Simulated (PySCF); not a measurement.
Simulated absorption spectrum

C₅H₉FOSi.
SMILES: `C=CC[SiH2]O/C=C/F`

Theory: PySCF 2.14.0, density-fitted response routines, TDDFT wB97X-D/def2-SVPD, vertical, gas phase, core orbitals frozen in the response. The structure is a single GFN2-xTB conformer in the gas phase; no vibrational or solvent corrections. Torsions of this conformer, `[CH2:1]=[CH:2][CH2:3][SiH2:4][O:5]/[CH:6]=[CH:7]/[F:8]`: C1–C2–C3–Si4 107°, C2–C3–Si4–O5 69°, C3–Si4–O5–C6 178°, Si4–O5–C6–C7 179°.

Computed states:

```
state  E (eV)       f
   S1    6.24  0.0026
   S2    6.71   0.451
   S3    6.86   0.248
   S4    6.94   0.041
   S5    7.24   0.046
   S6    7.32  0.0026
   S7    7.63   0.107
   S8    7.71   0.018
```

Broadening: Gaussians 0.3 eV wide at half height, area fixed by f = 4.319×10⁻⁹ ∫ε dν̃. The cross-section is σ = 3.8235×10⁻²¹ ε cm², given in Mb (10⁻¹⁸ cm²). The width is an assumption, not a result. The curve ends short of the highest state used, and states not computed would add to its high-energy end.

**Question.** What does the envelope look like, and where are its maxima?

**Answer.** 
```csv
E (eV),σ (Mb)
5.79,0.00
5.84,0.01
5.89,0.02
5.93,0.04
5.98,0.10
6.02,0.19
6.07,0.34
6.11,0.50
6.16,0.71
6.20,0.87
6.25,1.08
6.29,1.42
6.34,2.73
6.38,5.47
6.43,13.32
6.47,25.43
6.52,50.67
6.57,87.76
6.61,123.25
6.66,167.12
6.70,194.69
6.75,212.08
6.79,210.13
6.84,189.95
6.88,163.78
6.93,125.43
6.97,95.14
7.02,62.98
7.06,44.05
7.11,29.31
```

Maxima: 183 nm (6.76 eV), ε about 56000, made up of S2 (67%) and S3 (30%) (ε in L mol⁻¹ cm⁻¹; maxima over ε = 5, shares over 10%).

**Question.** On this curve, what absorbance would a 10⁻⁵ mol/L sample give at 193 nm over a 1 cm path?

**Answer.** 193 nm is 6.424 eV, where ε is about 3100 L mol⁻¹ cm⁻¹, so A = ε c l ≈ 0.031 (Beer–Lambert, with the gas-phase spectrum and the assumed width).

**Question.** Coming from long wavelengths, where does ε first pass 100 L mol⁻¹ cm⁻¹?

**Answer.** At about 204 nm (6.08 eV), 0.16 eV below S1.

**Question.** What would ε be at 6.76 eV, the highest of these maxima, with half the width (0.15 eV)?

**Answer.** About 75900 L mol⁻¹ cm⁻¹ against 55700, a factor of about 1.4; a lone state at its own centre would give exactly 2.
